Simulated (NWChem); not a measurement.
System: CH$_{3}$Si, doublet; SMILES [SiH2]=[CH]

Here is an NWChem input.

```
start job
memory heap 200 mb stack 900 mb global 1100 mb
geometry units angstroms noautosym nocenter noautoz
  C     -0.110025    -1.302456     0.000000
  Si    -0.056728     0.472284     0.000000
  H      0.891896    -1.777598     0.000000
  H      1.053310     1.493600     0.000000
  H     -1.351859     1.207191     0.000000
end
basis spherical
  * library iglo-ii
end
dft
  odft
  mult 2
  xc pbe0
  iterations 150
end
property
  hyperfine
end
task dft property
```

Output (shortened):

```
             Northwest Computational Chemistry Package (NWChem) 7.3.0
             --------------------------------------------------------

                             Geometry "geometry" -> ""
                             -------------------------

 Output coordinates in angstroms (scale by  1.889725989 to convert to a.u.)

  No.       Tag          Charge          X              Y              Z
 ---- ---------------- ---------- -------------- -------------- --------------
    1 C                    6.0000    -0.11002500    -1.30245600     0.00000000
    2 Si                  14.0000    -0.05672800     0.47228400     0.00000000
    3 H                    1.0000     0.89189600    -1.77759800     0.00000000
    4 H                    1.0000     1.05331000     1.49360000     0.00000000
    5 H                    1.0000    -1.35185900     1.20719100     0.00000000

 Effective nuclear repulsion energy (a.u.)      43.5233017352

                              NWChem Property Module
                              ----------------------

  itol2e modified to match energy
  convergence criterion.

                                 NWChem DFT Module
                                 -----------------

 Summary of "ao basis" -> "ao basis" (spherical)
 ------------------------------------------------------------------------------
       Tag                 Description            Shells   Functions and Types
 ---------------- ------------------------------  ------  ---------------------
 C                          iglo-ii                 10       22   5s4p1d
 Si                         iglo-ii                 15       35   7s6p2d
 H                          iglo-ii                  4        6   3s1p

  itol2e modified to match energy
  convergence criterion.

            General Information
            -------------------
          SCF calculation type: DFT
          Wavefunction type:  spin polarized.
          No. of atoms     :     5
          No. of electrons :    23
           Alpha electrons :    12
            Beta electrons :    11
          Charge           :     0
          Spin multiplicity:     2
          Use of symmetry is: off; symmetry adaption is: off
          Maximum number of iterations: 150
          AO basis - number of functions:    75
                     number of shells:    37
          Convergence on energy requested:  1.00D-07
          Convergence on density requested:  1.00D-05
          Convergence on gradient requested:  5.00D-04

[...]

          ----------------------
          Hyperfine Interactions
          ----------------------

 Total Spin Density (Fermi Contact Term)
 ------------------ --------------------
     Atom            x         y         z       Density (a.u.)      Aiso(MHz)     Aiso(Gauss)
     1  13-C     -0.20792  -2.46128   0.00000       0.022561         25.363283       9.050235
     2  29-Si    -0.10720   0.89249   0.00000       0.075002        -66.655942     -23.784457
     3   1-H      1.68544  -3.35917   0.00000      -0.006954        -31.081830     -11.090751
     4   1-H      1.99047   2.82249   0.00000      -0.003721        -16.631682      -5.934588
     5   1-H     -2.55464   2.28126   0.00000      -0.006049        -27.038288      -9.647917

           -------------------------------------------
           Anisotropic Interaction (Spin-Dipolar Term)
           -------------------------------------------

 ------------------------------------------------------------
     Atom            x         y         z
 ------------------------------------------------------------
     1  13-C     -0.20792  -2.46128   0.00000

   Spin-Dipolar term (a.u.)
        xx             yy             zz             xy             xz             yz
 ------------------------------------------------------------------------------------------
      -0.268365      -0.293925       0.562290      -0.019314      -0.000005      -0.000003

   Principal Comp. of -hf- tensor (au)            Anisotropic -hfcc- (MHz)               Anisotropic -hfcc- (Gauss)
 --------------------------------------------------------------------------------------------------------------------------
     -0.257986    -0.304305     0.562290     -34.619223   -40.834760    75.453984     -12.352979   -14.570833    26.923812

   Orientation of the principal axis of Hyperfine Tensor w.r.t absolute (molecular) frame
 --------------------------------------------------------------------------------------------------------------------------
      0.880856     0.473385    -0.000006
     -0.473385     0.880856    -0.000004
      0.000004     0.000006     1.000000

 ------------------------------------------------------------
     Atom            x         y         z
 ------------------------------------------------------------
     2  29-Si    -0.10720   0.89249   0.00000

   Spin-Dipolar term (a.u.)
        xx             yy             zz             xy             xz             yz
 ------------------------------------------------------------------------------------------
      -0.466732      -0.477890       0.944622      -0.003902      -0.000001       0.000002

   Principal Comp. of -hf- tensor (au)            Anisotropic -hfcc- (MHz)               Anisotropic -hfcc- (Gauss)
 --------------------------------------------------------------------------------------------------------------------------
     -0.465503    -0.479119     0.944622      49.382441    50.826943  -100.209384      17.620853    18.136286   -35.757140

   Orientation of the principal axis of Hyperfine Tensor w.r.t absolute (molecular) frame
 --------------------------------------------------------------------------------------------------------------------------
      0.953802     0.300435    -0.000000
     -0.300435     0.953802     0.000002
      0.000001    -0.000001     1.000000

 ------------------------------------------------------------
     Atom            x         y         z
 ------------------------------------------------------------
     3   1-H      1.68544  -3.35917   0.00000

[...]
```

Level: PBE0/IGLO-II, spin-unrestricted, contact and dipolar terms. In the optimisation the excess spin sits in a" (Cs, its own frame). Coordinates come from a PBE0/def2-SVP, spin-unrestricted optimisation. No stability test was run on the SCF state.
